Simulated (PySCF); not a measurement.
## Static response to an electric field

C₅H₅FO₂.
Structure used (GFN2-xTB), in Å, numbered top down from 1:
```xyz
13
C5H5FO2 angstrom
C     -1.7816   -1.6243    0.5038
C     -0.8103   -0.7195    0.4419
F     -0.9549    0.4312    1.1336
C      0.4326   -0.8704   -0.2907
C      1.3278    0.0884   -0.5304
C      1.1836    1.5160   -0.1393
O      1.9683    2.1133    0.5468
O      0.1060    2.0823   -0.6895
H     -2.6732   -1.4428    1.0760
H     -1.7046   -2.5530   -0.0276
H      0.6201   -1.8779   -0.6340
H      2.2645   -0.1447   -1.0153
H      0.0173    3.0018   -0.3931
```

Level: PBE0/def2-SVPD (PySCF), static field, nuclei fixed, core orbitals frozen in the response. The polarisability tensor in these axes (au):

```
x   85.28 23.55 -6.54
y   23.55 83.40 -0.87
z   -6.54 -0.87 51.64
```

Question: Diagonalise the tensor; give its mean and Δα, where Δα² is half the sum of the squared differences of the eigenvalues.

Answer: Principal values 49.76, 62.14 and 108.42 au; mean 73.44 au = 10.88 Å³ = 12.11 × 10⁻⁴⁰ C²·m²/J; Δα = 53.55 au (73 % of the mean).

Question: What is the dipole moment, and where does it point?

Answer: (-1.49, -1.99, -1.61) D, 2.96 D in size, pointing from the negative to the positive side. Measured along this direction, the outermost atoms are O7 at the negative end and H10 at the positive end.

Question: Find the Langevin capture rate constant for O2+ (31.990 u) meeting this molecule (116.027 u), k = 2.342 × 10⁻⁹ cm³/s × √(α in Å³ / reduced mass in u).

Answer: The reduced mass is 25.08 u, so k = 1.54 × 10⁻⁹ cm³/s. The formula leaves out the permanent dipole, which adds to the capture rate.

Question: Along which axes do the principal values lie, and how far do the nuclei extend along each?

Answer: Largest value along (0.72, 0.68, -0.09), where the nuclei span 5.84 Å; middle along (-0.63, 0.71, 0.33), 3.90 Å; least along (0.29, -0.18, 0.94), 1.70 Å. The response follows the extents in order.

Question: Molar refractivity from α?

Answer: Lorentz–Lorenz: R = (4π/3)N_A α = 2.5225 cm³/(mol·Å³) × 10.88 Å³ = 27.5 cm³/mol, in the limit of long wavelengths.

Geometry: GFN2-xTB, one conformer, isolated molecule.
